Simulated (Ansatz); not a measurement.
`OB(Cl)CCl` + H₂ → `ClBCCl` + H₂O at 298.15 K and 1 bar (hydrogenolysis of a B–O bond).

Computed with Ansatz on PBE0-D4/def2-TZVP structures; ΔE is electronic, products minus reactants. CCSD(T)/CBS adds triple-zeta CCSD(T) − MP2 to the extrapolated MP2 energy (def2 sets, frozen cores). This one scheme is used for every species. Each species was taken in one conformer, which may not be the lowest.

```csv
species,CCSD(T)/CBS energy (Eh),H − E (kJ/mol),S (J/(mol·K))
`OB(Cl)CCl`,-1059.49282,147.1,329.0
H₂,-1.17544,35.1,130.4
`ClBCCl`,-984.24021,127.1,311.9
H₂O,-76.37941,66.4,188.7
```

H − E and S are ideal-gas, rigid-rotor, harmonic terms from PBE0-D4/def2-TZVP, for one conformer and one mirror image of each species. The MP2-based limit puts H₂ 0.8 mEh under its directly extrapolated value; such offsets cancel only in part. 1 Eh = 2625.50 kJ/mol, R = 8.31446 J/(mol·K).

**Question.** By hand: ΔE, ΔH, ΔS and ΔG.

**Answer.** ΔE = (-984.24021) + (-76.37941) − (-1059.49282) − (-1.17544) = 0.04864 Eh = 127.7 kJ/mol. Δ(H − E) = 127.1 + 66.4 − 147.1 − 35.1 = 11.3, so ΔH = 139.0 kJ/mol. ΔS = 311.9 + 188.7 − 329.0 − 130.4 = 41.2 J/(mol·K). ΔG = 139.0 − 298.15 × (41.2)/1000 = 126.7 kJ/mol.

**Question.** By hand: the equilibrium constant, and the temperature at which ΔG would vanish if ΔH and ΔS stayed fixed.

**Answer.** log₁₀ K = −ΔG/(RT ln 10) = -22.2. ΔG = 0 at ΔH/ΔS = 3374 K, far beyond where these terms or the molecules hold.

ΔH outweighs TΔS. A doubt of 5 kJ/mol in ΔE shifts log₁₀ K by 0.9 here. Other conformers and mirror images would add mixing entropy, several J/(mol·K) or more a flexible species. These are equilibria of isolated gas molecules and say nothing of rates. Largest T1 diagnostic: 0.011 (customary marks: 0.02 for closed shells, 0.045 for open ones).
